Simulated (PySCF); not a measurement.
How methods differ on the ionisation energy of Ta²⁺

Ta²⁺ [Xe] 4f14 5d3 (4F) → Ta³⁺ [Xe] 4f14 5d2 (3F), as a difference of total energies. Calculation: PySCF 2.14, in def2-TZVPPD with the def2 core potential (60 electrons) (6s5p3d2f1g, 59 functions); scalar relativity through the core potential. Correlated levels: valence and next inner shell: nothing frozen outside the core potential. The calculations carry no spin-orbit coupling.

```tsv
method	ionisation energy (eV)
UHF	23.048
MP2 (valence and next inner shell)	23.707
SCS-MP2 (valence and next inner shell)	23.514
CCSD (valence and next inner shell)	23.668
CCSD(T) (valence and next inner shell)	23.690
```

**Question.** How much does correlation contribute at CCSD(T) (valence and next inner shell)?

**Answer.** 23.690 − (23.048) = 0.642 eV, measured against UHF.

The reference lies between the lowest fine-structure levels, while these numbers refer to the centres of the terms.

Errors of the correlated levels include the incompleteness of this basis.

For comparison: 23.1 ± 1.6 eV (theoretical estimate listed by NIST; NIST Atomic Spectra Database, ionization energies).
